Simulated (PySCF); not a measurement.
# Nb⁺ (niobium, charge +1): UHF calculation

Configuration: [Kr] 4d4, high-spin 5D determinant. Calculation: PySCF 2.14, in ANO-RCC-VTZP (7s6p4d2f1g, 68 functions); scalar relativity by spin-free X2C-1e.

| Quantity | Value |
| --- | --- |
| Total energy | -3816.908206 hartree |
| One-electron energy | -5261.5209 hartree |
| Hartree (Coulomb) energy | 1562.4374 hartree |
| Exchange energy | -117.8247 hartree |
| ⟨S²⟩ | 6.0048 |
| ⟨L²⟩ | 6.058 |
| Sum of ⟨r⟩ | 27.30 bohr |
| Sum of ⟨r²⟩ | 38.63 bohr² |
| Traceless quadrupole moment −½Σ⟨3z² − r²⟩ along its main axis | -1.77 e·bohr² |
| Langevin diamagnetic susceptibility | -30.6 ×10⁻⁶ cm³/mol |

```tsv
shell	electrons	mean orbital energy (eV)	spread (eV)	rms radius, mean of both spins (bohr)
1s β	1	-19091.4	0	0.0415
1s α	1	-19091.3	0	0.0415
2s α	1	-2749.6	0	0.171
2s β	1	-2749.1	0	0.171
2p α	3	-2450.4	0.018	0.152
2p β	3	-2449.9	0.144	0.152
3s α	1	-495.73	0	0.471
3s β	1	-495.47	0	0.471
3p α	3	-395.01	0.212	0.478
3p β	3	-394.67	0.303	0.478
3d α	5	-230.23	0.714	0.473
3d β	5	-229.34	0.371	0.473
4s α	1	-80.725	0	1.25
4s β	1	-76.556	0	1.25
4p α	3	-52.573	0.705	1.41
4p β	3	-46.651	1.186	1.41
4d α	4	-14.558	1.115	2.20
```

Densities and radii are taken from the X2C orbitals without a picture-change correction, which distorts them close to the nucleus.

Spin-orbit constants ζ (cm⁻¹) from the X2C one-electron operator on these orbitals: bare nucleus, nucleus screened by l(l+1)(2l+1)/3 electrons, and screened by the Breit-Pauli mean field of the electrons.

| shell | bare | screened nucleus | mean field |
| --- | --- | --- | --- |
| 2p | 523300 | 497700 | n/a |
| 3p | 85650 | 81470 | n/a |
| 3d | 11900 | 9000 | n/a |
| 4p | 10170 | 9676 | n/a |
| 4d | 689.6 | 521.4 | n/a |

To first order the Landé constant is A = 130.3 cm⁻¹, so the lowest level has J = 0 and lies 0.0970 eV below the centre of the term. This holds in LS coupling only.
